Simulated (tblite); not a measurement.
Species: C₆H₁₀FO (doublet state).
Bonds: C1–C2 (double), C2–C3, C3–C4, C2–C5, C5–O6, O6–C7, C7–F8. Hydrogens: H9, H10 on C1; H11 on C3; H12, H13, H14 on C4; H15, H16 on C5; H17, H18 on C7.

Computed geometry: GFN2-xTB, gas phase. This method treats the open shell by occupation alone, without spin polarisation.

Q: Give the optimised bond lengths and angles.

A: 
```json
{"bond": "C1=C2", "length (Å)": "1.372"}
{"bond": "C2–C3", "length (Å)": "1.386"}
{"bond": "C3–C4", "length (Å)": "1.481"}
{"bond": "C2–C5", "length (Å)": "1.509"}
{"bond": "C5–O6", "length (Å)": "1.430"}
{"bond": "O6–C7", "length (Å)": "1.357"}
{"bond": "C7–F8", "length (Å)": "1.384"}
{"bond": "C1–H9", "length (Å)": "1.074"}
{"bond": "C1–H10", "length (Å)": "1.075"}
{"bond": "C3–H11", "length (Å)": "1.080"}
{"bond": "C4–H12, C4–H13, C4–H14", "length (Å)": "1.090"}
{"bond": "C5–H15, C5–H16", "length (Å)": "1.099"}
{"bond": "C7–H17", "length (Å)": "1.095"}
{"bond": "C7–H18", "length (Å)": "1.104"}
```

Bonds in one row agree within 0.01 Å and their mean is given. A selection of angles:
```json
{"angle": "C2–C1–H9", "degrees": "121.8"}
{"angle": "C2–C1–H10", "degrees": "120.9"}
{"angle": "H9–C1–H10", "degrees": "117.3"}
{"angle": "C1–C2–C3", "degrees": "122.3"}
{"angle": "C1–C2–C5", "degrees": "118.6"}
{"angle": "C3–C2–C5", "degrees": "119.1"}
{"angle": "C2–C3–C4", "degrees": "124.7"}
{"angle": "C2–C3–H11", "degrees": "117.6"}
{"angle": "C4–C3–H11", "degrees": "117.7"}
{"angle": "C3–C4–H12", "degrees": "110.2"}
{"angle": "C3–C4–H13", "degrees": "111.3"}
{"angle": "H12–C4–H13", "degrees": "106.4"}
{"angle": "H12–C4–H14", "degrees": "108.5"}
{"angle": "H13–C4–H14", "degrees": "109.1"}
{"angle": "C2–C5–O6", "degrees": "109.3"}
{"angle": "C2–C5–H15", "degrees": "110.4"}
{"angle": "O6–C5–H15", "degrees": "109.0"}
{"angle": "H15–C5–H16", "degrees": "108.4"}
{"angle": "C5–O6–C7", "degrees": "114.2"}
{"angle": "O6–C7–F8", "degrees": "111.5"}
{"angle": "O6–C7–H17", "degrees": "108.2"}
{"angle": "O6–C7–H18", "degrees": "113.6"}
{"angle": "F8–C7–H17", "degrees": "106.7"}
{"angle": "F8–C7–H18", "degrees": "105.2"}
{"angle": "H17–C7–H18", "degrees": "111.5"}
```

Torsions: C1–C2–C3–C4 180° (antiperiplanar); C1–C2–C5–O6 116° (anticlinal); C2–C5–O6–C7 180° (antiperiplanar); C5–O6–C7–F8 -69° (synclinal). The mirror-image conformer, all signs reversed, is as good.

C3 (carbon bonded to 2 C and H) is planar (angles 124.7°, 117.7° and 117.6°, sum 360.0°, 0.01 Å off the plane of its three neighbours). C2 (carbon bonded to 3 C) is planar (angles 122.3°, 119.1° and 118.6°, sum 360.0°, 0.00 Å off the plane of its three neighbours). O6 (oxygen bonded to 2 C) is bent (angle 114.2°). Of the pairs four or more bonds apart, C4···O6 is among the closest relative to their van der Waals radii: 3.05 Å, 95 % of the sum of Bondi's values. The 2 C–O bonds span 1.357 Å (O6–C7, drawn single) to 1.430 Å (C5–O6, drawn single), a spread of 0.073 Å. The 4 C–C bonds span 1.372 Å (C1=C2, drawn double in one of several resonance forms) to 1.509 Å (C2–C5, drawn single), a spread of 0.137 Å. C1 (carbon bonded to C and 2 H) is planar (angles 121.8°, 120.9° and 117.3°, sum 360.0°, 0.00 Å off the plane of its three neighbours).

Point group: C1 (no symmetry element, even within 0.4 Å). GFN2-xTB frequencies show an imaginary mode (57i cm⁻¹), so the point is no minimum at that level.
